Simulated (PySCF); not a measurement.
Species: `FC(F)Oc1cccnn1`. The columns A, B, C and D hold Mulliken, IAO, Hirshfeld and ESP-fitted charges (e) of one PBE0/pcSseg-1 density (PySCF), in a shuffled order. Coordinates in Å (GFN2-xTB); the density's dipole moment is (-3.71, 1.75, -1.51) D.

| atom | x | y | z | A | B | C | D |
| --- | --- | --- | --- | --- | --- | --- | --- |
| F1 | 3.430 | -0.488 | -0.999 | -0.108 | -0.291 | -0.277 | -0.240 |
| C2 | 2.524 | -0.273 | -0.032 | +0.203 | +0.601 | +0.680 | +0.749 |
| F3 | 3.167 | 0.406 | 0.939 | -0.113 | -0.297 | -0.284 | -0.259 |
| O4 | 1.518 | 0.494 | -0.544 | -0.111 | -0.323 | -0.462 | -0.487 |
| C5 | 0.228 | 0.150 | -0.266 | +0.138 | +0.306 | +0.455 | +0.546 |
| C6 | -0.782 | 0.969 | -0.793 | -0.039 | -0.166 | -0.063 | -0.105 |
| C7 | -2.074 | 0.602 | -0.501 | -0.022 | -0.139 | -0.104 | -0.421 |
| C8 | -2.251 | -0.545 | 0.282 | +0.010 | -0.045 | +0.129 | +0.497 |
| N9 | -1.246 | -1.259 | 0.733 | -0.098 | -0.136 | -0.223 | -0.487 |
| N10 | -0.019 | -0.915 | 0.466 | -0.107 | -0.206 | -0.324 | -0.130 |
| H11 | 2.180 | -1.237 | 0.377 | +0.044 | +0.165 | +0.121 | -0.051 |
| H12 | -0.524 | 1.830 | -1.388 | +0.069 | +0.183 | +0.121 | +0.164 |
| H13 | -2.919 | 1.169 | -0.858 | +0.070 | +0.175 | +0.117 | +0.210 |
| H14 | -3.233 | -0.902 | 0.556 | +0.063 | +0.173 | +0.115 | +0.013 |

**Question.** Which column most likely holds the ESP-fitted charges?

**Answer.** D. Σ q r misses the density's dipole by 0.07 D (D), 1.48 D (C), 1.66 D (A), 1.84 D (B). Charges fitted to the outside potential are the only set here that is tied to the molecule's multipoles.

**Question.** And the Hirshfeld charges?

**Answer.** A. The mean sizes are 0.085 e (A), 0.229 e (B), 0.248 e (C), 0.311 e (D), and Hirshfeld charges are commonly the smallest of these schemes.

As computed, A = Hirshfeld, B = IAO, C = Mulliken, D = ESP-fitted. Hydrogens on carbon: Hirshfeld +0.04 to +0.07, IAO +0.16 to +0.18, Mulliken +0.11 to +0.12, ESP-fitted -0.05 to +0.21 e.

The Hirshfeld scheme divides the density at each point in proportion to the densities of the neutral, spherically averaged free atoms. The Mulliken scheme counts on each atom the diagonal of the density matrix times the overlap matrix over that atom's basis functions.

Geometry: GFN2-xTB, one conformer, isolated molecule.

These values come from a run that also computed NMR shieldings. Time: 32 s of wall time (grids of density and orbitals included); peak memory 0.83 GiB. Hardware: one thread of an Intel Xeon Platinum 8488C, no GPU, shared host.

Conformer computed: `[F:1][CH:2]([F:3])[O:4][c:5]1[cH:6][cH:7][cH:8][n:9][n:10]1`: F1–C2–O4–C5 135°, C2–O4–C5–C6 179°.
